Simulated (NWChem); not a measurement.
System: CH$_{4}$AlF$_{2}$N; SMILES C[NH][Al]([F])[F]

Here is an NWChem input.

```
start job
memory heap 200 mb stack 900 mb global 1100 mb
geometry units angstroms noautoz
  Al     0.013361    -0.549542     0.000000
  F      0.997146    -1.897566     0.000000
  F     -1.644280    -0.751945     0.000000
  N      0.704055     1.076575     0.000000
  C     -0.018263     2.340264     0.000000
  H      1.720514     1.195160     0.000000
  H      0.203206     2.962409    -0.897387
  H      0.203206     2.962409     0.897387
  H     -1.110824     2.151721     0.000000
end
basis spherical
  Al library def2-svp
  F library def2-svp
  N library def2-svp
  C library def2-svp
  H library def2-svp
end
dft
  xc bhlyp
  iterations 150
  mulliken
end
task dft energy
```

Parts of the log:

```
             Northwest Computational Chemistry Package (NWChem) 7.3.0
             --------------------------------------------------------

 CS  symmetry detected

                             Geometry "geometry" -> ""
                             -------------------------

 Output coordinates in angstroms (scale by  1.889725989 to convert to a.u.)

  No.       Tag          Charge          X              Y              Z
 ---- ---------------- ---------- -------------- -------------- --------------
    1 Al                  13.0000     0.00032928    -0.54670110     0.00000000
    2 F                    9.0000     0.96131466    -1.91107229     0.00000000
    3 F                    9.0000    -1.66047993    -0.72121015     0.00000000
    4 N                    7.0000     0.71826111     1.06757539     0.00000000
    5 C                    6.0000     0.01728810     2.34322817     0.00000000
    6 H                    1.0000     1.73656993     1.16905671     0.00000000
    7 H                    1.0000     0.24918421     2.96156232    -0.89738700
    8 H                    1.0000     0.24918421     2.96156232     0.89738700
    9 H                    1.0000    -1.07828798     2.17307803     0.00000000

 Effective nuclear repulsion energy (a.u.)     221.8544070137

      Symmetry information
      --------------------

 Group name             Cs
 Group number              2
 Group order               2
 No. of unique centers     8

                                 NWChem DFT Module
                                 -----------------

 Summary of "ao basis" -> "ao basis" (spherical)
 ------------------------------------------------------------------------------
       Tag                 Description            Shells   Functions and Types
 ---------------- ------------------------------  ------  ---------------------
 Al                         def2-svp                 8       18   4s3p1d
 F                          def2-svp                 6       14   3s2p1d
 N                          def2-svp                 6       14   3s2p1d
 C                          def2-svp                 6       14   3s2p1d
 H                          def2-svp                 3        5   2s1p

      Symmetry analysis of basis
      --------------------------

        a'         66
        a"         28

            General Information
            -------------------
          SCF calculation type: DFT
          Wavefunction type:  closed shell.
          No. of atoms     :     9
          No. of electrons :    48
           Alpha electrons :    24
            Beta electrons :    24
          Charge           :     0
          Spin multiplicity:     1
          Use of symmetry is: on ; symmetry adaption is: on
          Maximum number of iterations: 150
          AO basis - number of functions:    94
                     number of shells:    44
          Convergence on energy requested:  1.00D-06
          Convergence on density requested:  1.00D-05
          Convergence on gradient requested:  5.00D-04

              XC Information
              --------------
                        BHLYP Method XC Functional
                     Hartree-Fock (Exact) Exchange  0.500
                        Slater Exchange Functional  0.500 local
                    Becke 1988 Exchange Functional  0.500 non-local
              Lee-Yang-Parr Correlation Functional  1.000

             Grid Information
             ----------------
          Grid used for XC integration:  medium
          Radial quadrature: Mura-Knowles
          Angular quadrature: Lebedev.
          Tag              B.-S. Rad. Rad. Pts. Rad. Cut. Ang. Pts.
          ---              ---------- --------- --------- ---------
          Al                  1.25       88          10.0       590
          F                   0.50       49          12.0       434
          N                   0.65       49           8.0       434
          C                   0.70       49          10.0       434
          H                   0.35       45          12.0       434
          Grid pruning is: on
          Number of quadrature shells:   419
          Spatial weights used:  Erf1

      Superposition of Atomic Density Guess
      -------------------------------------

 Sum of atomic energies:        -534.24254810

      Non-variational initial energy
      ------------------------------

 Total energy =    -535.588219
 1-e energy   =   -1181.720016
 2-e energy   =     424.277389
 HOMO         =      -0.305813
 LUMO         =      -0.055130

      Symmetry analysis of molecular orbitals - initial
      -------------------------------------------------

  Numbering of irreducible representations:

     1 a'          2 a"

  Orbital symmetries:

     1 a'          2 a'          3 a'          4 a'          5 a'
     6 a'          7 a'          8 a'          9 a"         10 a'
    11 a'         12 a'         13 a'         14 a'         15 a'
    16 a'         17 a"         18 a'         19 a"         20 a'
    21 a'         22 a"         23 a'         24 a"         25 a'
    26 a"         27 a'         28 a'         29 a'         30 a'
    31 a"         32 a'         33 a'         34 a'

     ---------------------------------------------
      Total Density - Mulliken Population Analysis
     ---------------------------------------------

    Atom       Charge   Shell Charges
 -----------   ------   -------------------------------------------------------
    1 Al  13    11.32   2.00  1.99  0.50  0.04  5.93  0.46  0.17  0.23
    2 F    9     9.67   1.99  1.15  0.79  3.55  2.18  0.00
    3 F    9     9.67   1.99  1.15  0.79  3.55  2.18  0.00
    4 N    7     7.84   1.99  1.02  0.49  2.56  1.77  0.01
    5 C    6     6.01   1.99  0.93  0.21  1.91  0.94  0.04
    6 H    1     0.74   0.59  0.11  0.04
    7 H    1     0.92   0.68  0.21  0.02
    8 H    1     0.92   0.68  0.21  0.02
    9 H    1     0.92   0.68  0.21  0.02

   convergence    iter        energy       DeltaE   RMS-Dens  Diis-err
 ---------------- ----- ----------------- --------- --------- ---------
 d= 0,ls=0.0,diis     1   -537.0300372415 -7.59D+02  1.07D-02  8.46D-01
 d= 0,ls=0.0,diis     2   -537.0483086200 -1.83D-02  4.70D-03  9.39D-01
 d= 0,ls=0.0,diis     3   -537.1241900826 -7.59D-02  4.61D-04  3.77D-03
 d= 0,ls=0.0,diis     4   -537.1245718987 -3.82D-04  1.68D-04  5.19D-04
 d= 0,ls=0.0,diis     5   -537.1246213700 -4.95D-05  6.13D-05  1.04D-04
  Resetting Diis
 d= 0,ls=0.0,diis     6   -537.1246329353 -1.16D-05  1.90D-05  1.84D-06
 d= 0,ls=0.0,diis     7   -537.1246333812 -4.46D-07  9.87D-06  6.17D-07

         Total DFT energy =     -537.124633381243
      One electron energy =    -1186.486576168382
           Coulomb energy =      480.984761272981
    Exchange-Corr. energy =      -53.477225499493
 Nuclear repulsion energy =      221.854407013650

 Numeric. integr. density =       48.000000311669

                  Occupations of the irreducible representations
                  ----------------------------------------------

                     irrep           alpha         beta
                     --------     --------     --------
                     a'               19.0         19.0
                     a"                5.0          5.0

                       DFT Final Molecular Orbital Analysis
                       ------------------------------------

 Vector   22  Occ=2.000000D+00  E=-4.767031D-01  Symmetry=a'
              MO Center= -3.1D-01, -1.2D+00,  9.4D-15, r^2= 2.8D+00
   Bfn.  Coefficient  Atom+Function         Bfn.  Coefficient  Atom+Function
  ----- ------------  ---------------      ----- ------------  ---------------
    37     -0.442952  3 F  py                22      0.412036  2 F  px
    40      0.321977  3 F  py                25     -0.290119  2 F  px
    23      0.207031  2 F  py                26     -0.160319  2 F  py
    36      0.117218  3 F  px                39     -0.071506  3 F  px
    50     -0.065398  4 N  px                53      0.057076  4 N  px

 Vector   23  Occ=2.000000D+00  E=-4.228244D-01  Symmetry=a'
              MO Center=  1.4D-01,  1.7D+00, -1.9D-15, r^2= 2.5D+00
   Bfn.  Coefficient  Atom+Function         Bfn.  Coefficient  Atom+Function
  ----- ------------  ---------------      ----- ------------  ---------------
    90      0.286064  9 H  s                 64     -0.249345  5 C  px
    51     -0.247757  4 N  py                65     -0.220334  5 C  py
    50     -0.215837  4 N  px                75      0.208489  6 H  s
    80     -0.164229  7 H  s                 85     -0.164229  8 H  s
    91      0.153436  9 H  s                  3     -0.148223  1 Al s

 Vector   24  Occ=2.000000D+00  E=-3.098669D-01  Symmetry=a"
              MO Center=  5.8D-01,  1.3D+00,  3.6D-16, r^2= 1.8D+00
   Bfn.  Coefficient  Atom+Function         Bfn.  Coefficient  Atom+Function
  ----- ------------  ---------------      ----- ------------  ---------------
    52      0.515630  4 N  pz                55     -0.465415  4 N  pz
    80     -0.183552  7 H  s                 85      0.183552  8 H  s
    66      0.160338  5 C  pz                81     -0.119572  7 H  s
    86      0.119572  8 H  s                 13     -0.109917  1 Al pz
    10     -0.098563  1 Al pz                69      0.067144  5 C  pz

 Vector   25  Occ=0.000000D+00  E= 6.630439D-03  Symmetry=a'
              MO Center=  4.4D-02, -5.5D-01, -3.5D-15, r^2= 4.9D+00
   Bfn.  Coefficient  Atom+Function         Bfn.  Coefficient  Atom+Function
  ----- ------------  ---------------      ----- ------------  ---------------
     4      1.296394  1 Al s                 49     -0.489624  4 N  s
    35     -0.253626  3 F  s                 21     -0.247527  2 F  s
     2      0.179542  1 Al s                 63     -0.175857  5 C  s
    48     -0.151050  4 N  s                 16      0.127118  1 Al d  0
    54      0.119202  4 N  py                36      0.117148  3 F  px

 Vector   26  Occ=0.000000D+00  E= 4.890807D-02  Symmetry=a"
              MO Center=  1.1D-02, -4.9D-01,  3.0D-15, r^2= 4.5D+00
   Bfn.  Coefficient  Atom+Function         Bfn.  Coefficient  Atom+Function
  ----- ------------  ---------------      ----- ------------  ---------------
    13      0.900421  1 Al pz                55     -0.266447  4 N  pz
    10      0.254500  1 Al pz                52      0.207766  4 N  pz
    27     -0.171618  2 F  pz                41     -0.170849  3 F  pz
    24      0.164431  2 F  pz                38      0.163393  3 F  pz
     7     -0.150629  1 Al pz                81     -0.147112  7 H  s

 Vector   27  Occ=0.000000D+00  E= 9.469877D-02  Symmetry=a'
              MO Center=  1.5D-01,  1.8D+00, -1.3D-16, r^2= 7.0D+00
   Bfn.  Coefficient  Atom+Function         Bfn.  Coefficient  Atom+Function
  ----- ------------  ---------------      ----- ------------  ---------------
    63      2.082034  5 C  s                 81     -1.011879  7 H  s
    86     -1.011879  8 H  s                 91     -0.718739  9 H  s
    76     -0.528853  6 H  s                 12     -0.436105  1 Al py
    11      0.354680  1 Al px                68      0.303774  5 C  py
    21     -0.255496  2 F  s                 49      0.236615  4 N  s

     ---------------------------------------------
      Total Density - Mulliken Population Analysis
     ---------------------------------------------

    Atom       Charge   Shell Charges
 -----------   ------   -------------------------------------------------------
    1 Al  13    11.85   2.00  1.99  0.55 -0.03  5.93  0.74  0.28  0.39
    2 F    9     9.46   1.99  1.12  0.82  3.35  2.18  0.00
    3 F    9     9.46   1.99  1.12  0.82  3.35  2.18  0.00
    4 N    7     7.57   1.99  0.96  0.53  2.45  1.64  0.01
    5 C    6     5.89   1.99  0.89  0.14  2.05  0.78  0.05
    6 H    1     0.85   0.71  0.10  0.04
    7 H    1     0.97   0.75  0.20  0.02
    8 H    1     0.97   0.75  0.20  0.02
    9 H    1     0.97   0.75  0.20  0.02

     -------------------------------------------
      Total Density - Lowdin Population Analysis
     -------------------------------------------

    Atom       Charge   Shell Charges
 -----------   ------   -------------------------------------------------------
    1 Al  13    12.37   2.00  1.92  0.43  0.15  5.82  0.90  0.49  0.67
    2 F    9     9.27   1.98  1.01  0.77  3.23  2.28  0.00
    3 F    9     9.27   1.98  1.01  0.77  3.23  2.28  0.00
    4 N    7     7.26   1.97  0.72  0.44  2.28  1.83  0.03
    5 C    6     5.97   1.96  0.57  0.30  1.83  1.20  0.11
    6 H    1     0.92   0.59  0.20  0.13
    7 H    1     0.99   0.65  0.27  0.06
    8 H    1     0.99   0.65  0.27  0.06
    9 H    1     0.97   0.65  0.26  0.06

     Multipole analysis of the density
     ---------------------------------

     L   x y z        total         alpha         beta         nuclear
     -   - - -        -----         -----         ----         -------
     0   0 0 0     -0.000000    -24.000000    -24.000000     48.000000

     1   1 0 0      0.461799      0.230899      0.230899     -0.000000
     1   0 1 0      0.928786      0.464393      0.464393     -0.000000
     1   0 0 1     -0.000000     -0.000000     -0.000000      0.000000

     2   2 0 0    -27.698148    -87.140756    -87.140756    146.583365
     2   1 1 0      1.329935     -1.147200     -1.147200      3.624335
     2   1 0 1      0.000000      0.000000      0.000000      0.000000
     2   0 2 0    -27.176327   -202.835885   -202.835885    378.495442
     2   0 1 1      0.000000      0.000000      0.000000      0.000000
     2   0 0 2    -23.161044    -14.456312    -14.456312      5.751581
```

Level: BHandHLYP/def2-SVP. Structure relaxed at the PBE-D3(BJ)/def2-SVP level.
